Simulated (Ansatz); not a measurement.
Input for Ansatz (a quantum-chemistry and plane-wave program): R-B3LYP/def2-TZVPPD on C2H7NO (a complex), monomers drawn apart or pushed together. Files ending in .json are basis or fitting sets from the Basis Set Exchange.

Ansatz 0.2 input:
```yaml
crystal:
  periodic: [false, false, false]
  atoms:
    - {symbol: C, position_ang: [-0.01887497, 0.02546749, -0.10358059]}
    - {symbol: H, position_ang: [0.69670926, 0.08019702, 0.71586449]}
    - {symbol: H, position_ang: [0.51196124, 0.02465682, -1.05456223]}
    - {symbol: H, position_ang: [-0.60206231, -0.89292528, -0.02499005]}
    - {symbol: H, position_ang: [-0.68415836, 0.88923236, -0.07213916]}
    - {symbol: N, position_ang: [-1.08600257, 0.07336361, 3.71479679]}
    - {symbol: C, position_ang: [0.12050405, 0.15030676, 4.32698646]}
    - {symbol: O, position_ang: [1.18820179, 0.18520364, 3.75747718]}
    - {symbol: H, position_ang: [-1.13187819, 0.04230558, 2.70889803]}
    - {symbol: H, position_ang: [-1.93715715, 0.04928709, 4.24740049]}
    - {symbol: H, position_ang: [0.03326808, 0.17876868, 5.42868568]}
basis:
  gaussian:
    orbitals: def2-TZVPPD.json
hamiltonian:
  xc: {name: B3LYP}
scf: {lower_state_search: off}
```

The log:

```
WARN ansatz: RAYON_NUM_THREADS=1 ignored (pool sized by the plan → 1); use --threads N
Functional definition: B3LYP
these checks for a lower state are left out or cut short: stability, starts, cluster_reference, orbital_swaps, neighbouring_geometries, increment
integrals: 0.15 GiB planned
1124 factors; their error is unknown
mean field: 1.47 GiB planned
mean field evaluation 1: about -5715.8071 eV, gradient 8.1e1 eV
mean field evaluation 2: about -5699.1300 eV, gradient 1.2e2 eV
mean field evaluation 4: about -5728.3056 eV, gradient 8.1e0 eV
mean field evaluation 8: about -5728.4214 eV, gradient 1.6e-1 eV
mean field evaluation 16: about -5728.4160 eV, gradient 5.9e-5 eV
mean field -5728.41595989 eV, -210.5154036663 hartree, gradient 3.3e-6 eV, S^2 0.000000; 0 other end points of the search recorded, 0 dependent functions left out
reference -5728.41626771 eV, -210.5154149783 hartree; 17, 17 occupied and 253, 253 virtual orbitals, 1124 factors
Total energy: -5728.41626771 eV, -210.5154149783 hartree
Checks for a lower state left out: stability, starts, cluster_reference, orbital_swaps, neighbouring_geometries, increment
```

The run converged.

Cost: about 7 core-seconds (a rough figure).
